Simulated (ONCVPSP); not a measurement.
## What one change does to a pseudopotential (silver, ONCV)

- Element: Ag
- Generator: ONCVPSP 4.0.1
- Type: optimised norm-conserving Vanderbilt (ONCV)
- Functional: PBE
- Relativity: scalar-relativistic
- Frozen core: [Ar] 3d10
- Valence charge: 19
- Reference configuration: 4s2 4p6 4d10 5s1
- Partial waves: 4s+5s: rc 1.55 bohr, ncon 3, nbas 6, qcut 10.3 1/bohr, 3 projectors, debl 2.6 Ha; 4p: rc 1.55 bohr, ncon 4, nbas 9, qcut 8.4 1/bohr, 2 projectors, debl 3.5 Ha; 4d: rc 1.20 bohr, ncon 4, nbas 9, qcut 7.5 1/bohr, local
- Local potential: the d channel
- Core correction: Teter function, parameters optimised by the program

All-electron outer shells of the reference configuration (PBE, scalar-relativistic, ld1.x):

```tsv
shell	level (eV)	outermost node (bohr)	outermost maximum (bohr)
3d	-358.48	–	0.27
4s	-95.05	0.44	0.82
4p	-58.57	0.44	0.87
4d	-7.44	0.43	1.04
5s	-4.40	1.11	2.49
```

Change: d: nproj 1; local potential polynomial inside 1.00 bohr (lpopt 4, dvloc0 0 Ha).

Cutoffs: the cutoffs (Ha) at which the residual kinetic energy of the hardest occupied pseudo-wave falls to 1 and 0.1 mHa per electron; they do not see the model core or the augmentation charge, which bear on the density cutoff. Errors are all-electron minus pseudo energies relative to the spin-unpolarised reference configuration.

What does the change do?

The potential gets neither clearly harder nor softer (44 Ha and 189 Ha → 44 Ha and 189 Ha); of the 4 tests that both files solve, the error grows in 0 and shrinks in 2 by more than 15 % and 0.3 meV (median size 2.8 → 1.4 meV); neither file shows a bound ghost.

| quantity | base | changed |
| --- | --- | --- |
| cutoff, loose | 44 Ha | 44 Ha |
| cutoff, tight | 189 Ha | 189 Ha |
| bound ghosts | none | none |
| GHOST(+) flags under 300 eV | none | none |
| error for 4s2 4p6 4d10 5s0, meV [ΔE 7.76 eV] | -1.8 | -1.7 |
| error for 4s2 4p6 4d9 5s0, meV [ΔE 29.87 eV] | -3.8 | -2.4 |
| error for 4s2 4p6 4d8 5s0, meV [ΔE 66.06 eV] | -7.5 | -1.1 |
| error for 4s2 4p6 4d9 5s1 5p1, meV [ΔE 8.57 eV] | -0.6 | +0.7 |
| s: phases at 1.57 bohr within 0.05 rad from the reference energy up to (Ha; the scan ends near 5) | to the end of the scan | to the end of the scan |
| p: phases at 1.57 bohr within 0.05 rad from the reference energy up to (Ha; the scan ends near 5) | to the end of the scan | to the end of the scan |
| d: phases at 1.22 bohr within 0.05 rad from the reference energy up to (Ha; the scan ends near 5) | to the end of the scan | to the end of the scan |
| rms error of d²Exc/dni dnj with the model core, mHa | 0.14 | 0.14 |
